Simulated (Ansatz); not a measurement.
All numbers were calculated with Ansatz.

CH5Cl3SSiTi, SMILES `C[SiH2][S][Ti]([Cl])([Cl])[Cl]`. The species carries charge 0 and has multiplicity 1. The geometry is a stationary point of PBE0-D4/def2-TZVP. It is one conformer, not always the lowest.

```xyz
12

C     0.626   -0.016   -1.614
Si   -0.194   -1.357   -0.620
S     0.138   -1.169    1.515
Ti   -0.317    0.977    1.906
Cl    1.376    2.213    1.311
Cl   -2.059    1.528    0.722
Cl   -0.682    1.147    4.036
H     0.157    0.955   -1.448
H     0.536   -0.262   -2.676
H     1.685    0.061   -1.364
H     0.394   -2.684   -0.932
H    -1.661   -1.395   -0.836
```

(1) What is the dipole moment at ωB97M-V/def2-TZVPP? (An estimate is asked.)

(2) And with PBE, r2SCAN, B3LYP? (Estimate.)

(3) Give the Mulliken charges with ωB97M-V, PBE, B3LYP in def2-TZVPP. (Estimate.)

Answers

(1) The calculation gave: 2.13 D, with components (0.30, -0.68, -1.99) D in this frame, pointing from negative to positive charge.

(2) The calculation gave: PBE 2.14 D, r2SCAN 2.21 D, B3LYP 2.19 D.

(3) The calculation gave: 
```
atom  ωB97M-V    PBE  B3LYP
  C1    -0.44  -0.34  -0.36
 Si2     0.26   0.28   0.35
  S3    -0.18  -0.21  -0.26
 Ti4     0.42   0.53   0.63
 Cl5    -0.16  -0.19  -0.21
 Cl6    -0.15  -0.18  -0.21
 Cl7    -0.13  -0.15  -0.18
  H8     0.12   0.11   0.11
  H9     0.13   0.12   0.11
 H10     0.14   0.12   0.12
 H11    -0.01  -0.05  -0.06
 H12     0.00  -0.03  -0.04
```

B3LYP here is the variant with VWN-RPA as its local correlation; programs differ in this.
